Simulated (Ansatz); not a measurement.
The cluster La2O3⁻. Charge -1, multiplicity 2. Geometry PBE0-D4/def2-SVPD, basis def2-TZVPD, Ansatz.

```xyz
5

La    0.400    1.129   -0.175
La   -1.147   -2.356   -2.299
O    -0.422   -0.728   -1.293
O     1.266    0.723    1.804
O    -0.098    1.232    1.964
```

```
run  HOMO (eV)  LUMO (eV)
  A      -1.73       2.43
  B      -0.06       1.17
  C       0.41       0.55
  D      -1.44       2.45
  E       0.08       0.91
```

In the def2 sets La takes a core potential; there is no spin–orbit coupling. LC-ωPBE has ω = 0.4 bohr⁻¹. B3LYP takes the VWN-RPA correlation. The structure holds 1 bond(s) between oxygen atoms. HOMO above LUMO, or a gap near zero within one spin, warns that the state may not be the lowest or that an electron is smeared out. No other spin state of charge -1 was run. Another isomer (doublet) lies 4.84 eV lower at PBE0-D4/def2-TZVPD; other spin states weren't run for this one.

HOMO and LUMO are taken over both spins.

Q: The runs used B3LYP, LC-ωPBE, PBE, PBE0, ωB97X-V. Estimate which is which.

A: A LC-ωPBE (range-separated); B PBE0 (25 % exact exchange); C PBE (0 % exact exchange); D ωB97X-V (range-separated); E B3LYP (20 % exact exchange). Exact exchange lowers occupied and raises empty levels; among semilocal functionals meta-GGAs tend to open the gap a little, and such runs are hard to tell apart. The gap grows from 0.14 eV (PBE) to 4.16 eV (LC-ωPBE). At LC-ωPBE/def2-TZVPD, PBE0-D4/def2-TZVPD, PBE-D4/def2-TZVPD the charge -1 doublet is spin-contaminated (final ⟨S²⟩ up to 1.02, 0.75 for a pure state). At PBE-D4/def2-TZVPD, B3LYP-D4/def2-TZVPD the highest occupied level of the charge -1 doublet lies above zero (up to 0.41 eV). It is a level of α spin, whose loss leaves a singlet; that state wasn't run at this geometry and level. The electron is either unbound and held by the finite basis, or the level is raised by self-interaction error. At PBE-D4/def2-TZVPD the gap within one spin of the charge -1 doublet nearly closes, so an electron or hole may be smeared out by delocalisation error.
